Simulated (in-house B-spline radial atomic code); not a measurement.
OEP/ALDAx excitations of C III (C2+)

Method: OEP/ALDAx. Computed with an all-electron radial atomic-structure program (B-spline basis): linear response of the closed shell [He] 2s2 with the adiabatic LDA exchange kernel on the exchange-only optimised effective potential; non-relativistic, point nucleus, no spin-orbit coupling, no double excitations, S, P, D and F terms only.

Command:
```bash
python run_td.py task.json out
```
Settings (radii: box in bohr, nucleus in fm):
```
Z                        6
electrons                4
configuration            [He] 2s2
hamiltonian              nr
method                   oep
box_radius               29.48
intervals                67
```

Run time, properties included: 0.2 s on 1 thread of Arm Neoverse N1, with other jobs on the host.

The lowest states, in the order of their Tamm-Dancoff energies; the method's threshold (minus the highest occupied level) is 46.10 eV. Labels give the largest channel, * marks a mixed state, and oscillator strengths are full-response dipole values. Semilocal kernels can invert the small singlet-triplet splittings of Rydberg terms. Energies in eV:

```csv
state,full response,Tamm-Dancoff,oscillator strength
2s → 2p 3P,4.771,5.694,-
2s → 2p 1P,12.335,13.122,0.776
2s → 3s 3S,27.864,27.887,-
2s → 3s 1S,?,?,-
2s → 3p 3P,30.12,30.14,-
2s → 3p 1P,?,?,?
2s → 3d 3D,31.24,31.27,-
2s → 3d 1D,32.05,32.06,-
2s → 4s 3S,36.69,36.70,-
2s → 4s 1S,37.13,37.14,-
```

(1) Where does 2s → 3p 1P lie?

(2) Where does 2s → 3s 1S lie?

(3) How large is the singlet-triplet splitting of 2s → 2p (P terms) in Tamm-Dancoff?

(4) What polarisabilities and dispersion coefficient does the method give?

Results:

(1) At 30.70 eV in full response, 30.72 eV in Tamm-Dancoff, oscillator strength 0.223.

(2) At 29.286 eV in full response, 29.313 eV in Tamm-Dancoff.

(3) 7.43 eV, from the unrounded values.

(4) Dipole 4.136 bohr³, quadrupole 5.486 bohr⁵, C6 6.41 hartree·bohr⁶ for two such species.
